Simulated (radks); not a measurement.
Q: The mean radii <r> (bohr) of the occupied orbitals of an atom or ion are listed with their occupations. All-electron calculation, scalar-relativistic Kohn-Sham, PBE, spin-polarised, spherical densities, finite nucleus; Fermi nuclear charge, rms radius of each element as measured or else 0.836 A^(1/3) + 0.57 fm. Program: a radial shooting solver on a logarithmic mesh with Libxc functionals.

| orbital | occ. | <r> |
|---|---|---|
| 1s up | 1 | 0.02507 |
| 1s down | 1 | 0.02507 |
| 2s up | 1 | 0.1063 |
| 2s down | 1 | 0.1063 |
| 2p up | 3 | 0.09306 |
| 2p down | 3 | 0.09306 |
| 3s up | 1 | 0.2606 |
| 3s down | 1 | 0.2608 |
| 3p up | 3 | 0.2536 |
| 3p down | 2 | 0.2538 |

Name the element and its charge. Open shells, if any, are filled with parallel spins first.

A: Z = 57, lanthanum, charge +40: La40+ in [Ne] 3s2 3p5. The 1s radius gives Z: for a bare nucleus <r> = (2 gamma + 1)/(2Z) with gamma = sqrt(1 - (Z/c)^2), 0.02473 bohr for Z = 57, and screening makes it slightly larger (0.02507 here). The occupations add up to 17, and the charge is Z minus that.
